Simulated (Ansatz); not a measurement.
Isolated molecules relaxed with PBE0-D4/def2-TZVP in Ansatz; ΔE leaves out vibrations. CBS: MP2 limit from def2 TZ/QZ plus the TZ coupled-cluster correction, frozen cores. DFT in def2-TZVPP. For Ge outer-core shells are correlated without core-valence functions, which leaves a few kJ/mol of doubt a bond. Scalar relativity is left out up to krypton.

`[Cl][GeH]([Cl])[GeH3]` → `[Cl][GeH2][Cl]` + `[GeH2]`  (germylene loss)

Problem. Is it downhill or uphill in electronic energy at CCSD(T)/CBS, and by how much? (Estimate.)

Solution. Computed: Uphill: ΔE = +206.6 kJ/mol.

Problem. What do these levels give: PBE-D4, revPBE-D4, r2SCAN-D4, r2SCANh-D4, BLYP, BHLYP, CAM-B3LYP, CCSD/def2-SVP, MP2/def2-TZVPP, HF/def2-QZVPP, MP2/def2-QZVPP, SCS-MP2/def2-QZVPP? (Estimate.)

Solution. Ansatz gave: PBE-D4 210.7, revPBE-D4 200.4, r2SCAN-D4 221.2, r2SCANh-D4 221.6, BLYP 168.5, BHLYP 188.3, CAM-B3LYP 191.8, CCSD/def2-SVP 187.3, MP2/def2-TZVPP 224.7, HF/def2-QZVPP 167.7, MP2/def2-QZVPP 223.3, SCS-MP2/def2-QZVPP 206.2 kJ/mol.

Largest T1 diagnostic among the species: 0.012.

At CCSD(T), def2-SVP lies −14.9 kJ/mol from the extrapolated value and def2-TZVPP +1.7 kJ/mol. The D4 term adds +14.2 kJ/mol with B3LYP and +7.9 kJ/mol with PBE0; it sums over pairs of atoms, weighted by their polarisabilities, and B3LYP, whose exchange is more repulsive, gets the larger term. In def2-TZVPP, CCSD(T) changes the Hartree–Fock value by +39.5 kJ/mol (the triples alone add +5.8 kJ/mol) and MP2 by +55.8 kJ/mol.

B3LYP here is the variant with VWN-RPA as its local correlation; programs differ in this.
